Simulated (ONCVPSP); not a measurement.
Pseudopotential generation for scandium (Sc): ONCV, PBE, scalar-relativistic.

Sc (Z = 21), optimised norm-conserving Vanderbilt (ONCV), made with ONCVPSP 4.0.1 (PBE, scalar-relativistic). Core [Ne], reference 3s2 3p6 3d1 4s1 (charge +1). Waves: 3s+4s: rc 2.05 bohr, ncon 5, nbas 9, qcut 4.5 1/bohr, 2 projectors; 3p: rc 1.80 bohr, ncon 4, nbas 8, qcut 7.6 1/bohr, 2 projectors, debl 0.8 Ha; 3d: rc 1.95 bohr, ncon 5, nbas 10, qcut 8 1/bohr, 2 projectors, debl 1 Ha; f scattering state at 0.41 Ha: rc 2.00 bohr, ncon 3, nbas 7, qcut 6.3 1/bohr, 2 projectors, debl 3.2 Ha. Local part: polynomial inside 1.20 bohr (lpopt 3, dvloc0 6 Ha). Core correction: none.

In the p channel the program set the typed energies aside and used -1.493, 0.250 Ha.

All-electron outer shells of the reference configuration (PBE, scalar-relativistic, ld1.x):

```json
{"shell": "2p", "level (eV)": "-395.28", "outermost node (bohr)": "–", "outermost maximum (bohr)": "0.23"}
{"shell": "3s", "level (eV)": "-62.04", "outermost node (bohr)": "0.42", "outermost maximum (bohr)": "0.92"}
{"shell": "3p", "level (eV)": "-40.62", "outermost node (bohr)": "0.39", "outermost maximum (bohr)": "0.97"}
{"shell": "3d", "level (eV)": "-9.97", "outermost node (bohr)": "–", "outermost maximum (bohr)": "1.10"}
{"shell": "4s", "level (eV)": "-9.73", "outermost node (bohr)": "1.32", "outermost maximum (bohr)": "2.91"}
```

Results:

* Cutoffs needed: 25 Ha and 28 Ha (the cutoffs (Ha) at which the residual kinetic energy of the hardest occupied pseudo-wave falls to 1 and 0.1 mHa per electron)
* Ghost test: no bound ghost flagged; no localised positive-energy state flagged
* Largest excitation error: +77 meV (all-electron minus pseudo) for 3s2 3p6 3d0 4s0, out of 4 test configurations

Generation and tests took about 4.1 s on one core of a shared server CPU.
